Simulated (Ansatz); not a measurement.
`[SiH3][SiH2][S][InH2]`, charge 0, multiplicity 1.

Give a relaxed structure at PBE0-D4/def2-TZVP (Ansatz 0.2.0). (Best estimate.)

The calculation gave: 
```xyz
11

Si   -1.349   -0.699    1.089
Si   -0.906    0.246   -1.003
S     0.459    1.872   -0.762
In    2.461    0.650   -0.254
H    -2.202   -1.916    1.010
H    -2.015    0.304    1.962
H    -0.050   -1.072    1.720
H    -0.367   -0.787   -1.931
H    -2.152    0.797   -1.602
H     2.327   -1.054   -0.330
H     3.794    1.659    0.100
```
This is one stationary point; other conformers may exist.
